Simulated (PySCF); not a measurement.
A GIAO shielding run with PySCF 2.14 (density fitting, non-relativistic, gas phase) on SMILES C1[C@H](CC=C)CO[Si@H]1NC, C₇H₁₅NOSi:

```
$ OMP_NUM_THREADS=1 python probes_run.py task.json out

{"job": {"kind": "nmr", "xc": "PBE0", "basis": "pcSseg-1"}, "charge": 0, "multiplicity": 1}
C      4.190926    -0.380586    -0.693159
C      3.236002     0.205415     0.030482
C      2.066086     0.958482    -0.519645
C      0.716909     0.360279    -0.120251
C      0.527540    -1.077868    -0.625825
O     -0.827358    -1.443776    -0.508835
Si    -1.877439    -0.120543    -0.506594
N     -2.870813     0.055223     0.882280
C     -4.174486    -0.533128     1.074382
C     -0.497831     1.159022    -0.616407
H      4.182633    -0.340072    -1.787498
H      5.017717    -0.918764    -0.222327
H      3.285586     0.135030     1.125625
H      2.101597     2.001566    -0.157483
H      2.132315     1.006632    -1.620540
H      0.670771     0.323052     0.985492
H      0.853055    -1.139607    -1.684680
H      1.150725    -1.787814    -0.058424
H     -2.817162    -0.233735    -1.657071
H     -2.422160     0.340681     1.746442
H     -4.864414     0.159551     1.586799
H     -4.155160    -1.476012     1.652504
H     -4.623848    -0.764683     0.096176
H     -0.355215     1.449145    -1.673189
H     -0.669486     2.082703    -0.044295
```

Hardware: 1 thread of an Arm Neoverse V2, shared host. The job also computes population analyses, field gradients, ring-centre shieldings.

**Question.** How large is the calculation?

**Answer.** 86 electrons, 252 basis functions and 1321 auxiliary functions.

**Question.** How long does it take, and how much memory does it need?

**Answer.** 66 s of wall time, with 14 SCF cycles and 4 response iterations; peak memory 1.4 GiB. Times on a shared host scatter by some tens of per cent.
